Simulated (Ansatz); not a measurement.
Relaxation of CH₆NSn (9 atoms, charge 1, multiplicity 1), to a largest force component of 0.015 eV/Å in at most 40 steps.

These are results of RKS BHLYP-D4/def2-SVP (Ansatz), not measurements.

```xyz
9
Properties=species:S:1:pos:R:3
C -0.438 1.032 -0.695
N 0.308 -0.204 -0.495
Sn 0.354 -1.252 1.149
H -1.277 0.886 -1.378
H 0.235 1.791 -1.101
H -0.819 1.409 0.264
H 0.581 -0.627 -1.379
H -0.548 -0.695 2.477
H 0.977 -2.805 0.878
```

Task: Where does it end, and by what steps?

Result: The run converged. After 5 steps the energy has fallen by 0.127 eV; N2 moved furthest, 0.15 Å.

| step | energy less start (eV) | largest force component (eV/Å) | accepted |
| --- | --- | --- | --- |
| 0 | 0.0000 | 0.643 | yes |
| 1 | -0.0718 | 1.324 | yes |
| 2 | -0.1103 | 0.586 | yes |
| 3 | -0.1267 | 0.055 | yes |
| 4 | -0.1268 | 0.038 | yes |
| 5 | -0.1269 | 0.003 | yes |

```xyz
9
Properties=species:S:1:pos:R:3
C -0.450 1.045 -0.693
N 0.171 -0.261 -0.514
Sn 0.276 -1.329 1.098
H -1.246 0.990 -1.440
H 0.290 1.777 -1.023
H -0.885 1.397 0.244
H 0.592 -0.632 -1.356
H -0.444 -0.652 2.452
H 1.070 -2.799 0.952
```

Whether the end is a true minimum wasn't checked by a vibrational analysis.

Time of the run: 62 s on 1 thread of Intel(R) Xeon(R) Processor @ 2.50GHz (Skylake/Cascade Lake), on a shared host, peak memory 0.18 GiB.
